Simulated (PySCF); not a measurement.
Structure problem from calculated spectra and properties.

Formula: C8H8N; charge +1.

| Quantity | Value |
| --- | --- |
| Triplet | lowest triplet excitation (Tamm–Dancoff): 2.96 eV [TDA PBE0/def2-SVPD] |
| UV, first state | lowest singlet excitation: 3.95 eV (314 nm, f = 0.006) [TDDFT PBE0/def2-SVPD] |
| 13C NMR | chemical shifts (computed TMS as zero) by class: 166.1 (1 C), 155.7 (1 C), 146.3 (1 C), 135.0 (2 C), 130.3 (2 C), 13.1 (1 C) ppm [GIAO PBE0/pcSseg-1] |
| UV, strongest line | among the 6 lowest singlet transitions: S4 at 5.72 eV (217 nm, f = 0.500) [TDDFT PBE0/def2-SVPD] |
| NMR, other nuclei | isotropic shieldings of nuclei other than C and H, by class: 71 (1 N) ppm [GIAO PBE0/pcSseg-1] |
| Rotational structure | rotational constants A, B, C: 4.742, 1.038, 0.856 GHz [GFN2-xTB] |

Gas-phase values; electronic properties from PySCF, density fitting. Levels stand in brackets. Geometry: GFN2-xTB, one conformer, isolated ion. NMR classes are plain means over equivalent atoms (diastereotopic ones count apart unless rotation or inversion swaps them), as if these changed places fast.

Task: What is the compound? Reason from the data.

Result: Numbering: `[CH3:1][c+:2]1[cH:3][c:4]1-[n:5]1[cH:6][cH:7][cH:8][cH:9]1`. 8 carbons fall into 6 classes; from least to most shielded: unsaturated ring carbon [C2] (166.1 ppm), unsaturated ring carbon [C4] (155.7 ppm), unsaturated ring CH carbon [C3] (146.3 ppm), aromatic CH carbon [C7/C8] (135.0 ppm, 2 C), aromatic CH next to a ring nitrogen [C6/C9] (130.3 ppm, 2 C), methyl carbon [C1] (13.1 ppm). The other shieldings belong to: 71 ppm, pyrrole-type nitrogen [N5]. S1 is mainly HOMO→LUMO (weight 0.84); the largest Löwdin shares of the orbital it empties are 0.28 on each of 2 atoms of one kind (aromatic CH next to a ring nitrogen) and 0.15 on each of 2 atoms of one kind (aromatic CH carbon), of the orbital it fills 0.42 on the unsaturated ring CH carbon, 0.16 on an unsaturated ring carbon, 0.15 on an unsaturated ring carbon and 0.07 on the hydrogen on carbon. By its constants the optimised geometry is an asymmetric top. Structure: `C[C+]1C=C1N1C=CC=C1`. The assignments are read from this structure; whether some other isomer fits the data as well wasn't checked.

The values belong to the conformer `[CH3:1][c+:2]1[cH:3][c:4]1-[n:5]1[cH:6][cH:7][cH:8][cH:9]1`: C3–C4–N5–C6 180°.
